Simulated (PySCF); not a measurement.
**Molecular orbitals of KGe⁺**

M06-L at R = 3.759 Å; K x2c-SVPall, Ge x2c-SVPall; spin-free X2C with a Gaussian nucleus (PySCF 2.14). State: ³Π (triplet), unpaired electrons σ ↑, π ↑. Only the outer orbitals are listed, counted within each symmetry.

| spin | orbital | occ. | ε (eV) | on K (%) | main shells (%) |
| --- | --- | --- | --- | --- | --- |
| α | 5π | 1 | -25.17 | 100 | 100 K p |
| α | 5π | 1 | -25.16 | 100 | 100 K p |
| α | 11σ | 1 | -25.15 | 100 | 100 K p |
| α | 12σ | 1 | -16.33 | 1 | 99 Ge s |
| α | 13σ | 1 | -8.60 | 7 | 92 Ge p |
| α | 6π | 1 | -8.22 | 1 | 99 Ge p |
| α | 6π | 0 | -7.53 | 2 | 98 Ge p |
| α | 14σ | 0 | -5.31 | 98 | 85 K s, 13 K p |
| α | 7π | 0 | -3.70 | 99 | 97 K p |
| β | 5π | 1 | -25.18 | 100 | 100 K p |
| β | 5π | 1 | -25.17 | 100 | 100 K p |
| β | 11σ | 1 | -25.13 | 100 | 100 K p |
| β | 12σ | 1 | -14.78 | 1 | 98 Ge s |
| β | 13σ | 0 | -7.19 | 25 | 74 Ge p, 14 K s, 8 K p |
| β | 6π | 0 | -7.17 | 5 | 95 Ge p |
| β | 6π | 0 | -6.66 | 7 | 93 Ge p |

Question: Which are the highest filled and the lowest empty level, where do they sit, and how wide is the gap?

Answer: Highest filled α 6π at -8.22 eV (in %: 99 Ge p); lowest empty α 6π at -7.53 eV (in %: 98 Ge p); the gap at M06-L is 0.69 eV. Both belong to one degenerate shell, split only by its one-sided filling, so this is no excitation gap.

```
bond order (Mayer)                                                                                                 : 0.19
⟨S²⟩                                                                                                               : 2.003
charge on K (Mulliken, basis-dependent)                                                                            : 0.90
charge on K (Löwdin, basis-dependent)                                                                              : 0.77
dipole moment (positive dipole points towards Ge; it is taken about the centre of mass and depends on that origin) : -9.98 D
```

Spin–orbit coupling is left out. The state is the lowest determinant that a PBE0 search found; another state may lie lower at other levels.
